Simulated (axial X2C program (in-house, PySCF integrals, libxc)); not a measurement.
Estimating the spin–orbit splitting of the π levels of SrS

Computed with an axial X2C code built on PySCF integrals. Spin-free means the one-electron spin-free X2C Hamiltonian; two-component (2c) means X2C with spin–orbit coupling and atomic mean-field two-electron Coulomb and Gaunt terms, so the difference of the two also holds small scalar two-electron terms. Basis: Sr dyall-cv4z [13s14p9d7f5g], S dyall-av4z [10s9p4d3f2g] (cores contracted in-house); Gaussian nuclei, density fitting, unrestricted open shells. Masses: Sr 87.906 u, S 31.972 u.

Hartree–Fock at 2.419 Å, closed shell. Valence p splittings ε(p3/2) − ε(p1/2) of spherical Dirac–Hartree–Fock atoms with fractionally filled p shells: S 3p 0.090 eV.

```csv
"filled π level (eV), spin-free",Sr p share,S p share
-6.71,0.04,0.77
```

Q: In first order a p shell splits by 3ζ/2 and a π orbital by ζ. Estimate the splitting of each π level from the shares.

A: level -6.71 eV: (2/3) × (0.77 × 0.090) = 0.05 eV.

The two-component Hartree–Fock calculation gives:

```
ε(ω = 1/2) (eV)  σ share of it  ε(ω = 3/2) (eV)  splitting (eV)  estimate (eV)
         -6.741           0.02           -6.685            0.06           0.05
```

The estimate leaves out the mixing of π1/2 with σ1/2 levels, which pushes the ω = 1/2 spinor up or down, the d and f parts of the orbital, small shares of the strongly split outer-core p shell of a metal, the Gaunt term (absent from the atomic values), and the change of the atomic p orbitals with charge; Löwdin shares depend on the basis.
